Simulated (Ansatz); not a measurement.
C3H9FMoO4 (`C[O][Mo](=[O])([F])([O]C)[O]C`), 18 atoms. The species carries charge 0 and has multiplicity 1. Correlated methods include outer-core shells of Mo, which these sets cover unevenly. Mo: def2 effective core potential. Hardware: A = 4 threads of an AMD EPYC 7R13 on a shared host and a share of an NVIDIA H100 80 GB; B = 4 threads of an AMD EPYC 7R13 on a shared host. Correlated methods freeze the cores.

Give the basis size and wall time and peak host memory of each of these runs in Ansatz. RKS ωB97X-V/def2-TZVPP energy [A]; RHF-CCSD(T)/def2-TZVPP energy [A]; RHF-MP2/def2-QZVPP energy [A]; RKS PBE0-D4/def2-TZVP relaxation (19 steps) [A]; RKS B97M-V/def2-TZVPP energy [A]; RKS PBE0-D4/def2-QZVPP energy [A]; RKS PBE0-D4/def2-SVP energy [B]; RHF-CCSD(T)/def2-SVP energy [A]; RKS B3LYP-D4/def2-TZVPP energy and forces [A]; RKS ωB97M-V/def2-QZVPP energy [A]; direct RPA on PBE orbitals/def2-TZVPP energy [A]; RKS LC-ωPBE/def2-TZVPP energy [A]. (Best estimate.)

The calculation gave: Other jobs shared the machine, so times are rough.

| level | job | functions | wall time | peak host memory (GiB) |
| --- | --- | --- | --- | --- |
| RKS LC-ωPBE/def2-TZVPP | energy [A] | 430 | 2.4 s | 0.99 |
| RKS B3LYP-D4/def2-TZVPP | energy and forces [A] | 430 | 2.5 s | 1.1 |
| RKS ωB97X-V/def2-TZVPP | energy [A] | 430 | 3.2 s | 1.1 |
| RHF-CCSD(T)/def2-SVP | energy [A] | 188 | 3.6 s | 1.1 |
| RKS B97M-V/def2-TZVPP | energy [A] | 430 | 3.9 s | 1.1 |
| RKS PBE0-D4/def2-SVP | energy [B] | 188 | 3.9 s | 0.85 |
| RKS PBE0-D4/def2-QZVPP | energy [A] | 807 | 5.5 s | 1.4 |
| direct RPA on PBE orbitals/def2-TZVPP | energy [A] | 430 | 6 s | 2.1 |
| RKS ωB97M-V/def2-QZVPP | energy [A] | 807 | 8.5 s | 1.5 |
| RHF-MP2/def2-QZVPP | energy [A] | 807 | 8.5 s | 1.5 |
| RKS PBE0-D4/def2-TZVP | relaxation (19 steps) [A] | 342 | 41 s | 1.1 |
| RHF-CCSD(T)/def2-TZVPP | energy [A] | 430 | 42 s | 2.8 |

B3LYP here is the variant with VWN-RPA as its local correlation; programs differ in this. LC-ωPBE has ω = 0.4 bohr⁻¹.
